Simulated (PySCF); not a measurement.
# Magnetisability: SMILES Cc1nccnn1, C4H5N3

Geometry (Å), atoms numbered from 1 in this order:
```xyz
12

C    -1.985   -0.203   -0.516
C    -0.572    0.049   -0.126
N     0.292   -0.970   -0.215
C     1.532   -0.712    0.143
C     1.884    0.566    0.584
N     0.974    1.520    0.648
N    -0.251    1.264    0.293
H    -2.497   -0.704    0.305
H    -2.019   -0.858   -1.382
H    -2.484    0.738   -0.721
H     2.242   -1.526    0.074
H     2.885    0.833    0.886
```

Theory: GIAO CAM-B3LYP/pcSseg-1 magnetisability, rotational g tensor and spin-rotation constants, non-relativistic, gas phase in PySCF 2.14.0. Geometry: GFN2-xTB.

(1) What are the magnetisability and the molar susceptibility?

(2) Split it along the inertial axes a, b, c into diamagnetic and paramagnetic parts about the centre of mass, with the quadrupole moment.

(3) And the rotational g tensor?

Results:

(1) Isotropic -809 × 10⁻³⁰ J/T², or -48.7 × 10⁻⁶ cm³/mol; principal values -1455, -540, -432 × 10⁻³⁰ J/T², anisotropy 973 × 10⁻³⁰ J/T² (root of half the summed squared differences of the principal values). The susceptibility is in cgs units.

(2) 
```tsv
axis	χ (10⁻⁶ cm³/mol)	diamagnetic (10⁻⁶ cm³/mol)	paramagnetic (10⁻⁶ cm³/mol)	summed x² of all electrons (Å²)	quadrupole Θ (D Å)
a	-26.3	-269.8	243.5	111.1	+10.26
b	-32.3	-513.7	481.5	53.6	-10.42
c	-87.6	-698.6	611.0	10.0	+0.16
```
Anisotropies 2χaa − χbb − χcc = +67.3 and 2χbb − χaa − χcc = +49.4 × 10⁻⁶ cm³/mol. Θ is traceless in Buckingham's convention.

(3) 
| axis | rotational constant (GHz) | g | nuclear part | electronic part |
| --- | --- | --- | --- | --- |
| a | 6.1136 | -0.1489 | 0.5506 | -0.6994 |
| b | 2.8494 | -0.0451 | 0.5994 | -0.6445 |
| c | 1.9671 | +0.0143 | 0.5789 | -0.5646 |

Asymmetric top; isotopes 12C, 1H, 14N; no vibrational averaging.
